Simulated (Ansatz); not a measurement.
`CC(F)(CF)C(F)F` → `CC(F)C(F)F` + `[CH]F` at 298.15 K and 1 bar (formal loss of a carbene).

Calculated with Ansatz (gas phase, PBE0-D4/def2-TZVP geometries, no zero-point term in ΔE). CCSD(T)/CBS adds triple-zeta CCSD(T) − MP2 to the extrapolated MP2 energy (def2 sets, frozen cores). This one scheme is used for every species. One conformer a species, not always the lowest.

```csv
species,CCSD(T)/CBS energy (Eh),H − E (kJ/mol),S (J/(mol·K))
`CC(F)(CF)C(F)F`,-554.98520,292.5,374.1
`CC(F)C(F)F`,-416.54034,233.3,329.8
`[CH]F`,-138.29972,42.7,223.2
```

H − E and S are ideal-gas, rigid-rotor, harmonic terms from PBE0-D4/def2-TZVP, for one conformer and one mirror image of each species. 1 Eh = 2625.50 kJ/mol, R = 8.31446 J/(mol·K).

Question: By hand: ΔE, ΔH, ΔS and ΔG.

Answer: ΔE = (-416.54034) + (-138.29972) − (-554.98520) = 0.14514 Eh = 381.1 kJ/mol. Δ(H − E) = 233.3 + 42.7 − 292.5 = -16.5, so ΔH = 364.6 kJ/mol. ΔS = 329.8 + 223.2 − 374.1 = 178.9 J/(mol·K). ΔG = 364.6 − 298.15 × (178.9)/1000 = 311.3 kJ/mol.

Question: By hand: the equilibrium constant, and the temperature at which ΔG would vanish if ΔH and ΔS stayed fixed.

Answer: log₁₀ K = −ΔG/(RT ln 10) = -54.5. ΔG = 0 at ΔH/ΔS = 2038 K.

The number of gas molecules changes by +1, which sets the sign of ΔS. A doubt of 5 kJ/mol in ΔE shifts log₁₀ K by 0.9 here. Other conformers and mirror images would add mixing entropy, several J/(mol·K) or more a flexible species. These are equilibria of isolated gas molecules and say nothing of rates. Largest T1 diagnostic: 0.018 (customary marks: 0.02 for closed shells, 0.045 for open ones).
